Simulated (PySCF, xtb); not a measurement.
CH5ClFNSi2, SMILES F[Si@@H]1CN[Si@H]1Cl.

GFN2-xTB (xtb) at its own geometry gives an orbital gap of 3.95 eV and a dipole moment of 1.19 D.

Geometry: B3LYP-D3(BJ)/def2-SVP. The structure was generated by enumeration; whether it is a known compound was not checked.

Problem. What does PBE0/def2-TZVP (PySCF) give? (Estimate from the structure and the level; the computed values follow.)

Solution. gap 6.61 eV (levels -7.41 and -0.80 eV), dipole 1.97 D.
